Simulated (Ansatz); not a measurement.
Spectroscopic constants of LiB, multiplicity 3 (lowest of 2S+1 = 1, 3 at CCSD(T)/def2-TZVPP on PBE0 minima; our sources give no spin for the ground state, which may be another).

Seven points along R, fitted to fifth degree in 1/R; most abundant isotopes. Runs in def2 and cc sets follow the lowest solution found near the PBE0 minimum.

Codes used: Ansatz (Gaussian basis) for Hartree–Fock, density functionals and correlated methods. Each number belongs to the level named beside it.

```json
[
 {"level": "SVWN5/def2-TZVPP", "r_e (Å)": "2.132", "ω_e (cm⁻¹)": "534", "ω_e x_e (cm⁻¹)": "6.0", "α_e (cm⁻¹)": "0.014", "D_e (eV)": "1.67", "dipole (D)": "5.40"},
 {"level": "PBE/def2-TZVPP", "r_e (Å)": "2.151", "ω_e (cm⁻¹)": "520", "ω_e x_e (cm⁻¹)": "6.2", "α_e (cm⁻¹)": "0.014", "D_e (eV)": "1.41", "dipole (D)": "5.27"},
 {"level": "r2SCAN/def2-TZVPP", "r_e (Å)": "2.148", "ω_e (cm⁻¹)": "537", "ω_e x_e (cm⁻¹)": "6.1", "α_e (cm⁻¹)": "0.014", "D_e (eV)": "1.51", "dipole (D)": "5.79"},
 {"level": "B97M-V/def2-TZVPP", "r_e (Å)": "2.165", "ω_e (cm⁻¹)": "520", "ω_e x_e (cm⁻¹)": "5.5", "α_e (cm⁻¹)": "0.013", "D_e (eV)": "1.50", "dipole (D)": "5.46"},
 {"level": "B3LYP/def2-TZVPP", "r_e (Å)": "2.131", "ω_e (cm⁻¹)": "539", "ω_e x_e (cm⁻¹)": "6.5", "α_e (cm⁻¹)": "0.014", "D_e (eV)": "1.25", "dipole (D)": "5.65"},
 {"level": "PBE0/def2-TZVPP", "r_e (Å)": "2.131", "ω_e (cm⁻¹)": "547", "ω_e x_e (cm⁻¹)": "6.0", "α_e (cm⁻¹)": "0.013", "D_e (eV)": "1.34", "dipole (D)": "5.79"},
 {"level": "BHLYP/def2-TZVPP", "r_e (Å)": "2.111", "ω_e (cm⁻¹)": "567", "ω_e x_e (cm⁻¹)": "6.2", "α_e (cm⁻¹)": "0.013", "D_e (eV)": "1.16", "dipole (D)": "6.05"},
 {"level": "CAM-B3LYP/def2-TZVPP", "r_e (Å)": "2.109", "ω_e (cm⁻¹)": "567", "ω_e x_e (cm⁻¹)": "5.9", "α_e (cm⁻¹)": "0.013", "D_e (eV)": "1.26", "dipole (D)": "6.02"},
 {"level": "wB97X-V/def2-TZVPP", "r_e (Å)": "2.124", "ω_e (cm⁻¹)": "566", "ω_e x_e (cm⁻¹)": "5.4", "α_e (cm⁻¹)": "0.012", "D_e (eV)": "1.20", "dipole (D)": "6.28"},
 {"level": "wB97M-V/def2-TZVPP", "r_e (Å)": "2.133", "ω_e (cm⁻¹)": "541", "ω_e x_e (cm⁻¹)": "6.1", "α_e (cm⁻¹)": "0.014", "D_e (eV)": "1.30", "dipole (D)": "6.03"},
 {"level": "B2PLYP/def2-TZVPP", "r_e (Å)": "2.127", "ω_e (cm⁻¹)": "551", "ω_e x_e (cm⁻¹)": "6.0", "α_e (cm⁻¹)": "0.013", "D_e (eV)": "1.19", "dipole (D)": "-"},
 {"level": "CCSD/aug-cc-pVTZ", "r_e (Å)": "2.147", "ω_e (cm⁻¹)": "542", "ω_e x_e (cm⁻¹)": "5.5", "α_e (cm⁻¹)": "0.013", "D_e (eV)": "1.15", "dipole (D)": "-"},
 {"level": "CCSD/def2-TZVPP", "r_e (Å)": "2.136", "ω_e (cm⁻¹)": "549", "ω_e x_e (cm⁻¹)": "5.8", "α_e (cm⁻¹)": "0.013", "D_e (eV)": "1.10", "dipole (D)": "-"},
 {"level": "CCSD/def2-QZVPP", "r_e (Å)": "2.130", "ω_e (cm⁻¹)": "552", "ω_e x_e (cm⁻¹)": "5.6", "α_e (cm⁻¹)": "0.013", "D_e (eV)": "1.17", "dipole (D)": "-"},
 {"level": "CCSD(T)/aug-cc-pVTZ", "r_e (Å)": "2.152", "ω_e (cm⁻¹)": "537", "ω_e x_e (cm⁻¹)": "5.5", "α_e (cm⁻¹)": "0.013", "D_e (eV)": "1.19", "dipole (D)": "-"},
 {"level": "CCSD(T)/def2-TZVPP", "r_e (Å)": "2.139", "ω_e (cm⁻¹)": "544", "ω_e x_e (cm⁻¹)": "5.7", "α_e (cm⁻¹)": "0.013", "D_e (eV)": "1.14", "dipole (D)": "-"},
 {"level": "CCSD(T)/def2-QZVPP", "r_e (Å)": "2.134", "ω_e (cm⁻¹)": "547", "ω_e x_e (cm⁻¹)": "5.5", "α_e (cm⁻¹)": "0.013", "D_e (eV)": "1.22", "dipole (D)": "-"}
]
```

D_e counts from each atom's lowest state at the same level, without counterpoise or zero-point energy.

Correlated levels freeze the inner cores; with def2 sets outer-core shells near the valence are correlated too.

Ansatz is a first-principles code.
